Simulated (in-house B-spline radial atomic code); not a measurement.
A run on the carbon ion C⁺ (an excited or competing configuration) that did not converge. Method: scalar-relativistic (X2C) SCAN, spin-polarised, spherical fractional occupations, Fermi nucleus of rms radius 2.4702 fm; computed with an all-electron radial atomic-structure program (B-spline basis). In the input, 2p2,3 would mean two up and three down electrons.

Command:
```bash
python run_scf.py task.json out
```
Settings (nuclear radius in fm, mass in u):
```
Z                6
configuration    1s2 2s0,1 2p1,0 3s0,1
hamiltonian      x2c
method           scan,scan
spin_polarised   True
nucleus          fermi
rms_radius       2.4702
atomic_mass      12.0
speed_of_light   137.035999084
```

First and last ten iterations of the last attempt (damped for 15 steps, keeping 80 % of the old Fock matrix, then DIIS):
```
 iter        energy (Eh)    residual
    1         -36.533789    2.13e-02
    2         -36.535512    1.69e-03
    3         -36.535517    1.35e-03
    4         -36.535520    1.08e-03
    5         -36.535521    8.61e-04
    6         -36.535523    6.90e-04
    7         -36.535523    5.54e-04
    8         -36.535524    4.47e-04
    9         -36.535524    3.62e-04
   10         -36.535524    2.94e-04
  111         -36.535525    1.90e-06
  112         -36.535525    1.90e-06
  113         -36.535525    3.61e-06
  114         -36.535525    1.90e-06
  115         -36.535525    3.61e-06
  116         -36.535525    3.61e-06
  117         -36.535525    3.61e-06
  118         -36.535525    3.61e-06
  119         -36.535525    3.61e-06
  120         -36.535525    3.61e-06
 not converged after 120 iterations
```

The smallest residual met was 1.9e-06; the threshold is about 1e-07. Over the last five steps the energy moves by less than 1e-08 hartree, but the orbitals didn't meet the threshold. Cost of the run: 1.5 s on 1 thread of Arm Neoverse V1 (shared host).
